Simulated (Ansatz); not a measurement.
Geometry optimisation, RKS PBE0-D4/def2-SVP (Ansatz 0.2.0).

The input (input.yaml):

```yaml
crystal:
  periodic: [false, false, false]
  atoms:
    - { symbol: Ga, position_ang: [0.076431, 0.650654, -0.279192] }
    - { symbol: Cl, position_ang: [-0.474672, -0.219848, 3.000362] }
    - { symbol: Cl, position_ang: [1.731101, -0.679173, -0.673935] }
    - { symbol: "N", position_ang: [-1.47847, 0.183894, -1.062049] }
    - { symbol: H, position_ang: [-1.596148, -0.718785, -1.508314] }
    - { symbol: H, position_ang: [-2.364054, 0.646885, -0.897946] }
    - { symbol: P, position_ang: [0.404437, 2.578838, 0.924824] }
    - { symbol: H, position_ang: [1.818892, 2.595986, 0.719689] }
    - { symbol: H, position_ang: [0.108142, 3.474692, -0.153094] }
    - { symbol: H, position_ang: [-0.42866, 1.112357, 2.929955] }
basis:
  gaussian: { orbitals: def2-SVP }
hamiltonian:
  xc: pbe0
  dispersion: d4
relax:
  f_tol: 0.03
  max_steps: 50
output:
  orbitals: {}
```

Command:

```bash
$ ansatz run input.yaml --threads 4 --pin off --max-ram 5120MiB --backend cpu --events-out ev --progress --plain --runs-dir out
```

Question: Where does it end, and by what steps?

Answer: The run converged. The force dipped under the threshold on the way, but the program's further checks kept it going. After 13 steps the energy has fallen by 0.051 eV; H8 moved furthest, 0.46 Å.

```json
{"step": "0", "energy less start (eV)": "0.0000", "largest force component (eV/Å)": "1.097", "accepted": "yes"}
{"step": "1", "energy less start (eV)": "-0.0242", "largest force component (eV/Å)": "0.482", "accepted": "yes"}
{"step": "2", "energy less start (eV)": "-0.0254", "largest force component (eV/Å)": "0.341", "accepted": "yes"}
{"step": "3", "energy less start (eV)": "-0.0328", "largest force component (eV/Å)": "0.426", "accepted": "yes"}
{"step": "4", "energy less start (eV)": "-0.0356", "largest force component (eV/Å)": "0.369", "accepted": "yes"}
{"step": "5", "energy less start (eV)": "-0.0366", "largest force component (eV/Å)": "0.118", "accepted": "yes"}
{"step": "6", "energy less start (eV)": "-0.0397", "largest force component (eV/Å)": "0.205", "accepted": "yes"}
{"step": "7", "energy less start (eV)": "-0.0471", "largest force component (eV/Å)": "0.110", "accepted": "yes"}
{"step": "8", "energy less start (eV)": "-0.0485", "largest force component (eV/Å)": "0.094", "accepted": "yes"}
{"step": "9", "energy less start (eV)": "-0.0487", "largest force component (eV/Å)": "0.034", "accepted": "yes"}
{"step": "10", "energy less start (eV)": "-0.0502", "largest force component (eV/Å)": "0.085", "accepted": "yes"}
{"step": "11", "energy less start (eV)": "-0.0511", "largest force component (eV/Å)": "0.011", "accepted": "yes"}
{"step": "12", "energy less start (eV)": "-0.0511", "largest force component (eV/Å)": "0.065", "accepted": "no"}
{"step": "13", "energy less start (eV)": "-0.0512", "largest force component (eV/Å)": "0.012", "accepted": "yes"}
```

```xyz
10
Properties=species:S:1:pos:R:3
Ga 0.089 0.604 -0.129
Cl -0.669 -0.246 2.716
Cl 1.684 -0.841 -0.324
N -1.405 0.243 -1.078
H -1.590 -0.689 -1.430
H -2.256 0.786 -0.991
P 0.556 2.593 0.964
H 1.802 2.798 0.303
H -0.200 3.421 0.080
H -0.214 0.956 2.889
```

Whether the end is a true minimum wasn't checked by a vibrational analysis.

The run took 36 s on 4 threads of Arm Neoverse V2 (shared host), peak memory 0.35 GiB.
